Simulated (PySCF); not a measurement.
H2OTe. Atoms are numbered in the order given.

```xyz
4

Te    -0.1824    -0.0469     0.2190
H     -1.4105    -0.3562    -0.8649
O      1.2106     0.2073    -1.1412
H      1.2091     1.1348    -1.3949
```

The structure is a stationary point at PBE0-D3(BJ)/def2-TZVP. The def2 effective core potentials stand for the cores of Te; spin–orbit coupling is left out.

The numbers are results of HF/def2-TZVPD in PySCF, not measurements.

Task: Estimate the frontier levels, gap, dipole moment and polarisability. (Estimate from the structure and the level; the computed values follow.)

Result: 
highest occupied level: -8.85 eV
lowest empty level: 0.72 eV
orbital gap: 9.57 eV
dipole moment: 1.66 D
quadrupole, principal values (traceless, Buckingham form, about the centre of nuclear charge): -6.26, 1.46, 4.80 D·Å
mean static polarisability: 44.9 bohr³ (6.65 Å³)
polarisability, principal values: 43.1, 44.0, 47.6 bohr³
